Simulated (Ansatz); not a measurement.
Reaction (hydrogenolysis of a B–O bond): `OB(F)[SiH3]` + H₂ → `FB[SiH3]` + H₂O

Gas-phase electronic energies from Ansatz, PBE0-D4/def2-TZVP geometries. CCSD(T)/CBS adds triple-zeta CCSD(T) − MP2 to the extrapolated MP2 energy (def2 sets, frozen cores). This one scheme is used for every species. Functionals use def2-TZVPP. HSE06 is defined as in plane-wave codes. Each species was taken in one conformer, which may not be the lowest.

Is it downhill or uphill in electronic energy at CCSD(T)/CBS, and by how much? (Estimate.)

Computed: Uphill: ΔE = +131.8 kJ/mol.

What do these levels give: PBE0-D4, PBE0, HSE06, CCSD(T)/def2-TZVPP, HF/CBS(def2), MP2/CBS(def2)? (Best estimate.)

The calculation gave: PBE0-D4 135.3, PBE0 132.9, HSE06 133.0, CCSD(T)/def2-TZVPP 134.3, HF/CBS(def2) 122.1, MP2/CBS(def2) 136.2 kJ/mol.

Largest T1 diagnostic among the species: 0.014.

From r2SCAN to r2SCAN0 (25 % exact exchange), in def2-TZVPP and without D4, ΔE moves by −4.1 kJ/mol. Leaving LDA and LC-ωPBE aside and taking each functional with its dispersion term where it has one, the values, not all of them listed here, spread over 9.8 kJ/mol, from ωB97X-V to r2SCAN-D4. LDA lies +14.0 kJ/mol from PBE without D4.
